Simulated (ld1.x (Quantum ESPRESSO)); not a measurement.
An all-electron radial function and its pseudo partner (Cr (Z = 24))

Columns: radius, all-electron u(r) and pseudo u(r) of the 4p shell (level -1.08 eV) of chromium in the configuration [Ar] 3d5 4s1 4p0; LDA (PZ), scalar-relativistic, PAW scheme, ld1.x (Quantum ESPRESSO) 7.5.

```csv
r (bohr),all-electron,pseudo
0.143,0.0928,0.0020
0.285,0.0293,0.0080
0.428,-0.0782,0.0178
0.570,-0.1444,0.0312
0.713,-0.1604,0.0480
0.855,-0.1394,0.0676
0.998,-0.0964,0.0900
1.140,-0.0431,0.1143
1.283,0.0140,0.1404
1.425,0.0702,0.1675
1.568,0.1238,0.1956
1.710,0.1730,0.2237
1.853,0.2180,0.2519
1.995,0.2580,0.2794
2.138,0.2938,0.3061
2.280,0.3251,0.3313
2.423,0.3525,0.3551
2.565,0.3759,0.3767
2.708,0.3961,0.3962
2.850,0.4129,0.4129
2.992,0.4267,0.4267
3.135,0.4380,0.4380
3.278,0.4467,0.4467
3.420,0.4532,0.4532
3.563,0.4577,0.4577
3.705,0.4603,0.4603
```

Task: How many radial nodes do the two functions have?

Result: The all-electron 4p function has n − l − 1 = 2; the pseudo-wave has 0, since the states of the same l below it are removed with the core.

Task: At about which radius was the pseudo-wave matched?

Result: 2.85 bohr, where the columns begin to agree (steps of 0.14 bohr).

Task: Is the pseudo-wave norm-conserving?

Result: No, it belongs to a PAW set: the norm inside the radius is not constrained, and the difference is carried by the augmentation charge.
